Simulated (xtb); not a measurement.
xtb input (GFN2-xTB):

```bash
xtb mol.xyz --gfn 2 --ohess tight --chrg 1 --uhf 0
```
mol.xyz:
```
3

In     0.60012600     0.02142749    -0.09563721
F     -0.51468593     1.45642088    -1.24377934
F     -0.09641672    -1.50154307     1.28812573
```

End of the output:

```
   ------------------------------------------------------------------------
    298.15    0.574844E-02    0.740071E-02    0.320125E-01   -0.246118E-01
   ------------------------------------------------------------------------

         :::::::::::::::::::::::::::::::::::::::::::::::::::::
         ::                  THERMODYNAMIC                  ::
         :::::::::::::::::::::::::::::::::::::::::::::::::::::
         :: total free energy         -10.191930304701 Eh   ::
         ::.................................................::
         :: total energy              -10.167318477690 Eh   ::
         :: zero point energy           0.001652263181 Eh   ::
         :: G(RRHO) w/o ZPVE           -0.026264090192 Eh   ::
         :: G(RRHO) contrib.           -0.024611827011 Eh   ::
         :::::::::::::::::::::::::::::::::::::::::::::::::::::

optimized geometry written to: xtbopt.xyz

           -------------------------------------------------
          | TOTAL ENERGY              -10.167318477690 Eh   |
          | TOTAL ENTHALPY            -10.159917769724 Eh   |
          | TOTAL FREE ENERGY         -10.191930304701 Eh   |
          | GRADIENT NORM               0.000081684795 Eh/α |
          | HOMO-LUMO GAP               1.540769792924 eV   |
           -------------------------------------------------

------------------------------------------------------------------------
------------------------------------------------------------------------
 total:
 SCF:
 ANC optimizer:
 analytical hessian:
```
